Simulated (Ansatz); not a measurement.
A nudged elastic band was laid between two geometries of GeH4O3 + H2S (11 atoms, charge 0, multiplicity 1).

These are results of RKS PBE-D4/def2-SVP in Ansatz 0.2.0, not measurements.

```
movable images  : 7
climbing image  : yes
spring          : 5.0 eV/Å²
optimiser       : quadratic models (default)
start path      : through a guess of the saddle point
force threshold : 0.05 eV/Å
iteration limit : 60
end points      : relaxed
```

Image 0:

```xyz
11
Properties=species:S:1:pos:R:3
Ge -0.376 -0.232 0.207
H -0.596 0.002 1.709
O 1.325 0.054 -0.303
H 1.653 -0.742 -0.766
O -1.486 0.853 -0.675
H -1.123 1.059 -1.558
O -0.605 -1.937 -0.311
H -1.538 -2.109 -0.540
S 1.821 2.553 1.772
H 2.016 1.581 0.826
H 2.106 1.682 2.777
```

Image 8:

```xyz
11
Properties=species:S:1:pos:R:3
Ge 0.031 0.585 -0.458
H 1.029 -0.674 2.634
O 1.396 -0.052 -1.414
H 1.667 -0.909 -1.032
O -1.288 1.038 -1.566
H -1.208 0.514 -2.387
O -0.358 -0.816 0.605
H -1.103 -0.599 1.199
S 0.394 2.442 0.703
H 1.212 1.783 1.573
H 1.426 -0.547 3.282
```

Which bonds break or form, and what moves?

Bonds broken: Ge1–H2, S9–H11. Bonds formed: Ge1–S9, H2–H11. GeH4O3 + H2S becomes GeH4O3S + H2.

What energy profile does the band end with?

It converged. The highest image is number 3 of 0 to 8, 36.9 kcal/mol above the first end and 42.4 kcal/mol above the last; the last end lies 5.5 kcal/mol below the first. Neighbouring images differ by up to 1.4 eV, so the band resolves the path poorly. A vibrational analysis at the climbing image gives 2 clearly imaginary modes (1106i, 40i cm⁻¹): a point of higher order. A lower path may pass nearby, or the ends, which weren't checked, may share the extra mode. The orbitals stay closed-shell, which can raise the energy where a bond breaks towards radicals; this wasn't checked here.

| image | path coordinate (Å) | energy (kcal/mol) | Ge1–H2 (Å) | S9–H11 (Å) | Ge1–S9 (Å) |
| --- | --- | --- | --- | --- | --- |
| 0 | 0.00 | 0.0 | 1.54 | 1.36 | 3.88 |
| 1 | 1.19 | 1.2 | 1.54 | 1.36 | 3.63 |
| 2 | 2.37 | 6.8 | 1.55 | 1.36 | 3.15 |
| 3 | 3.56 | 36.9 | 1.87 | 1.71 | 2.48 |
| 4 | 4.93 | 4.2 | 2.85 | 2.45 | 2.24 |
| 5 | 6.29 | -4.5 | 3.83 | 2.83 | 2.22 |
| 6 | 7.66 | -4.9 | 4.35 | 3.07 | 2.23 |
| 7 | 9.03 | -5.1 | 3.58 | 3.93 | 2.22 |
| 8 | 10.40 | -5.5 | 3.48 | 4.08 | 2.22 |

What is the geometry of the highest image?


```xyz
11
Properties=species:S:1:pos:R:3:forces:R:3
Ge 0.189 0.277 0.036 0.00 0.01 0.01
H -0.124 -0.066 1.850 0.00 -0.01 0.00
O 1.801 -0.135 -0.633 0.00 0.00 0.00
H 1.712 -1.048 -0.979 0.00 0.00 0.00
O -0.950 1.406 -0.760 0.00 0.00 0.00
H -1.629 0.834 -1.177 0.00 0.00 0.00
O -0.634 -1.315 -0.319 0.00 -0.01 -0.01
H -1.083 -1.664 0.473 0.00 0.00 0.00
S 1.180 2.164 1.298 -0.02 0.00 0.00
H 2.365 1.494 1.366 0.02 -0.01 0.00
H 0.373 0.817 1.983 0.00 0.02 0.00
```

Run time: 2.7 min on 4 threads of AMD EPYC 7B13 (Zen 3), with other jobs on the host, peak memory 0.21 GiB.
